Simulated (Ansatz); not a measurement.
`[OH][Zr]([F])([Cl])[Cl]` and `[OH][Ti]([F])([Cl])[Cl]` differ in one element.

Ansatz, PBE0-D4/def2-TZVP geometries, multiplicity 1. Each molecule was computed in one conformer, which needn't be the lowest.

Elements past krypton have def2 core potentials. Scalar relativity is left out up to krypton.

| property | `[OH][Zr]([F])([Cl])[Cl]` |
| --- | --- |
| HOMO–LUMO gap (PBE0/def2-TZVPP) / eV | 7.66 |
| zero-point energy (PBE0-D4/def2-TZVP) / kJ/mol | 44.3 |
| HOMO–LUMO gap (ωB97M-V/def2-TZVPP) / eV | 11.97 |
| size of the dipole moment (B3LYP/def2-TZVPP) / D | 2.86 |
| HOMO energy (B3LYP/def2-TZVPP) / eV | -9.06 |
| HOMO energy (PBE/def2-TZVPP) / eV | -7.93 |

Task: What does the change do to each property? (Best estimate.)

Result: Computed: 
| property | `[OH][Ti]([F])([Cl])[Cl]` | shift |
| --- | --- | --- |
| HOMO–LUMO gap (PBE0/def2-TZVPP) / eV | 6.30 | -1.36 |
| zero-point energy (PBE0-D4/def2-TZVP) / kJ/mol | 46.2 | 1.9 |
| HOMO–LUMO gap (ωB97M-V/def2-TZVPP) / eV | 10.70 | -1.27 |
| size of the dipole moment (B3LYP/def2-TZVPP) / D | 2.59 | -0.27 |
| HOMO energy (B3LYP/def2-TZVPP) / eV | -9.06 | 0.00 |
| HOMO energy (PBE/def2-TZVPP) / eV | -7.92 | 0.01 |

Dipoles are sizes alone; their direction can turn.

B3LYP here is the variant with VWN-RPA as its local correlation; programs differ in this.

Positive LUMOs are unbound, so they and the gaps depend on the basis.
